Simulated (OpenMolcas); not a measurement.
# Br2+: Slater's ratio, worked from levels

```json
{
 "Program": "OpenMolcas",
 "Basis": "ANO-R2 [6s5p4d2f1g]",
 "Scalar Hamiltonian": "X2C, finite nucleus",
 "Active space": "3 electrons in 3 orbitals (4p)",
 "State averaging": "2S+1 = 4 odd, 1 root; 2S+1 = 2 odd, 8 roots",
 "Spin-orbit coupling": "state interaction with AMFI integrals over the reference wave functions, term energies averaged over their components"
}
```

Methods: CASSCF; SS-CASPT2, IPEA 0.25 Eh, imaginary shift 0.1 Eh (closed shells correlated: 3d 4s).

**Slater's ratio.** With one set of orbitals, p3 has 2D* - 4S* = 9 F2 and 2P* - 2D* = 6 F2 (F2 = F²/25), a ratio of 2/3. Term energies are centres of gravity, weighted by 2J + 1.

```csv
Source,2D* - 4S*,2P* - 4S*,F2 from the first,Ratio
CASSCF,20374,34808,2264,0.708
SS-CASPT2,16729,29593,1859,0.769
```

Energies in cm-1. A ratio away from 2/3 shows effects beyond one configuration with one set of orbitals, and in heavier atoms second-order spin-orbit shifts.

Term energies are means over components that CASPT2 splits; among the terms shown or strongly mixed into the levels shown the widest spread is 190 cm-1 (4s2 4p3 2D*, SS-CASPT2). With the s shell closed, the reference lacks s² → p² mixing. Levels of configurations outside the active space are missing.

* marks odd parity.
